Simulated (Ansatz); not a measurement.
This geometry of AlGeH5Te (8 atoms, charge 0, multiplicity 1) is a first-order saddle point.

These are results of RKS B3LYP-D4/def2-mTZVP in Ansatz 0.2.0, not measurements.

```xyz
8
Properties=species:S:1:pos:R:3
Ge -0.994 1.243 -0.162
Al 0.314 -0.851 0.088
Te 0.621 -3.267 0.254
H -2.503 0.945 -0.073
H -0.700 1.893 -1.530
H -0.622 2.254 0.941
H 2.033 -0.606 0.185
H 1.943 -1.668 0.241
```

**Question.** Which two structures does it join? (They come from a converged band through this point; their orientation in space is the band's.)

**Answer.** Bonds broken: Al2–H7, Te3–H8. Bonds formed: H7–H8. AlGeH5Te becomes AlGeH3Te + H2.

First end point:

```xyz
8
Properties=species:S:1:pos:R:3
Ge -0.996 1.274 -0.160
Al 0.886 -0.325 0.015
Te 0.242 -2.759 0.379
H -2.360 0.585 0.058
H -1.049 1.951 -1.549
H -0.894 2.414 0.879
H 2.419 0.052 -0.076
H 1.843 -3.249 0.397
```

Last end point:

```xyz
8
Properties=species:S:1:pos:R:3
Ge -0.923 0.991 -0.107
Al -0.746 -1.443 0.315
Te -0.551 -3.742 0.717
H -2.400 1.415 -0.204
H -0.215 1.346 -1.427
H -0.254 1.772 1.040
H 2.589 0.163 -0.281
H 2.593 -0.558 -0.108
```

**Question.** How far does it lie above each of them?

**Answer.** 144.2 kJ/mol above the first and 102.9 kJ/mol above the second. This is the barrier of this one path; another mechanism may lie lower. The orbitals stay closed-shell, which can raise the energy where a bond breaks towards radicals; this wasn't checked here.

Run time: 6.5 min on 2 threads of AMD EPYC 7R43 64-Core Processor (Zen 3) (shared host), peak memory 0.29 GiB.
